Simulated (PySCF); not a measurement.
Method: PBE-D3(BJ)/def2-TZVP // CAM-B3LYP-D3(BJ)/def2-TZVP (PySCF). Gas-phase values, no solvent. One relaxed conformer stands for a flexible species; it need not be the lowest. Delta-SCF ions had no search for a lower state. 

Reference species (SMILES): `C(B)(/C=C\C)=C` (neutral, multiplicity 1).

The vertical ionisation energy (Delta-SCF) comes out as 8.69 eV. The HOMO is -5.88 eV. The LUMO is -2.79 eV.

After one change: the vertical ionisation energy (Delta-SCF) rises by 0.15 eV; the HOMO falls by 0.27 eV; the LUMO falls by 0.19 eV.

**Question.** What was changed between the two runs? The new species is one of these.
A. `B/C(C=C)=C/C`
B. `B/C=C(/C)C=C`
C. `BC(=C)/C=C/C`
D. `B/C=C/C=C/C`

**Answer.** D, `B/C=C/C=C/C`
